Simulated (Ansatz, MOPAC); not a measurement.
Diatomic Cd₂, closed-shell singlet (lowest of 2S+1 = 1, 3 at CCSD(T)/def2-TZVPP on PBE0 minima; our sources give no spin for the ground state, which may be another). No spin–orbit coupling.

Seven points along R, fitted to fifth degree in 1/R; most abundant isotopes. In def2 and cc sets the state is the lowest found near the PBE0 minimum, followed along R. The singlet is held restricted. HF and MP2 rows in def2 and cc sets belong to the determinant that coupled cluster picked by its CCSD energy.

Correlated levels freeze the inner cores; with def2 sets outer-core shells near the valence are correlated too. CBS: X⁻³ extrapolation of the correlation energy, Hartree–Fock from the larger set. The state that PM6 reach isn't checked.

Programs: Ansatz (Gaussian basis) for Hartree–Fock, density functionals and correlated methods; MOPAC for PM6 (differences of heats of formation).  In def2 rows elements past Kr take small-core potentials, without spin–orbit coupling.

```json
[
 {"level": "PM6", "r_e (Å)": "3.730", "ω_e (cm⁻¹)": "110", "ω_e x_e (cm⁻¹)": "0.62"},
 {"level": "PBE/def2-TZVPP", "r_e (Å)": "3.503", "ω_e (cm⁻¹)": "36", "ω_e x_e (cm⁻¹)": "0.60"},
 {"level": "B97M-V/def2-TZVPP", "r_e (Å)": "3.722", "ω_e (cm⁻¹)": "28", "ω_e x_e (cm⁻¹)": "0.27"},
 {"level": "PBE0/def2-TZVPP", "r_e (Å)": "3.587", "ω_e (cm⁻¹)": "32", "ω_e x_e (cm⁻¹)": "0.61"},
 {"level": "wB97M-V/def2-TZVPP", "r_e (Å)": "3.764", "ω_e (cm⁻¹)": "26", "ω_e x_e (cm⁻¹)": "0.49"},
 {"level": "MP2/def2-TZVPP", "r_e (Å)": "3.691", "ω_e (cm⁻¹)": "24", "ω_e x_e (cm⁻¹)": "0.60"},
 {"level": "MP2/def2-QZVPP", "r_e (Å)": "3.587", "ω_e (cm⁻¹)": "[?]", "ω_e x_e (cm⁻¹)": "0.25"},
 {"level": "MP2/CBS(def2-TZVPP, def2-QZVPP)", "r_e (Å)": "[?]", "ω_e (cm⁻¹)": "[?]", "ω_e x_e (cm⁻¹)": "0.15"}
]
```

Q: Fill in the missing entries.

A: 
- MP2/CBS(def2-TZVPP, def2-QZVPP), r_e (Å): 3.547
- MP2/CBS(def2-TZVPP, def2-QZVPP), ω_e (cm⁻¹): 35
- MP2/def2-QZVPP, ω_e (cm⁻¹): 31

Ansatz is an electronic-structure program.
